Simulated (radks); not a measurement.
Spin polarisation of the 5p1 shell in the tin ion Sn+. Start: [Kr] 4d10 5s2 5p(up 0.5, down 0.5); electrons of 5p are moved from spin down to spin up, other shells keep equal spins. Calculated with a radial shooting solver on a logarithmic mesh with Libxc functionals: scalar-relativistic Kohn-Sham, LDA (Slater exchange, Perdew-Wang correlation), spin-polarised, spherical densities, finite nucleus; Fermi nuclear charge, rms radius of each element as measured or else 0.836 A^(1/3) + 0.57 fm.

| moment (Bohr magnetons) | E - E(0) (eV) | e(5p up) (eV) | e(5p down) (eV) | 5s down minus up (eV) |
|---|---|---|---|---|
| 0 | 0.000 | -10.519 | -10.519 | 0.000 |
| 0.25 | -0.010 | -10.598 | -10.435 | 0.154 |
| 0.5 | -0.041 | -10.673 | -10.344 | 0.308 |
| 0.75 | -0.093 | -10.742 | -10.246 | 0.464 |
| 1 | -0.165 | -10.807 | -10.140 | 0.622 |

At moment 1 the spin-polarisation energy is -0.165 eV and the 5p exchange splitting 0.667 eV, that is 0.667 eV per Bohr magneton; E = -I m^2/4 would give I = 0.661 eV.
